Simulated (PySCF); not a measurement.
Cl2Ge (SMILES [Cl][Ge][Cl]), singlet, geometry from GFN2-xTB, atoms displaced at random by about 0.08 Å a coordinate. Base run: R2SCAN/cc-pVDZ, gradient (PySCF).

PySCF was given this input:
```python
from pyscf import gto, scf, dft

mol = gto.Mole()
mol.atom = '''
    Ge   -0.054701   -0.011219    0.768480
    Cl    0.972430    1.371016   -0.573708
    Cl   -1.023203   -1.190043   -0.768833
'''
mol.basis = 'cc-pvdz'
mol.charge = 0
mol.spin = 0
mol.verbose = 3
mol.build()

mf = dft.RKS(mol)
mf.xc = 'r2scan'
mf.kernel()
g = mf.nuc_grad_method()
grad = g.kernel()
```

The coordinate followed is x of atom 3.

The base run was repeated with changes; each row names its change, and settings that it needs were set with it.

| change | dE/dx (Eh/bohr) | net force (Eh/bohr) |
|---|---|---|
| base | 0.006990 | 0.000786 |
| grids.level = 5; grid_response = off | 0.006738 | 0.000063 |
| finite difference step (bohr) = 0.01; conv_tol = 1e-11 | 0.006730 | - |
| grids.level = 0; grid_response = off | … | 0.010049 |
| conv_tol = 1e-4 | 0.006931 | 0.000783 |
| grids.level = 5; grid_response = on | 0.006769 | 0.000000 |
| finite difference step (bohr) = 0.2; conv_tol = 1e-11 | 0.006709 | - |
| conv_tol = 1e-11 | 0.006990 | 0.000786 |
| finite difference step (bohr) = 1e-3; conv_tol = 1e-11 | 0.006730 | - |
| grid_response = on | 0.006730 | 0.000000 |
| finite difference step (bohr) = 1e-5; conv_tol = 1e-11 | 0.006730 | - |
| conv_tol = 1e-6 | 0.006991 | 0.000786 |

**Question.** What belongs in the gaps?

**Answer.** 
- grids.level = 0; grid_response = off, dE/dx (Eh/bohr): 0.015432

The net force is zero for an exact gradient.
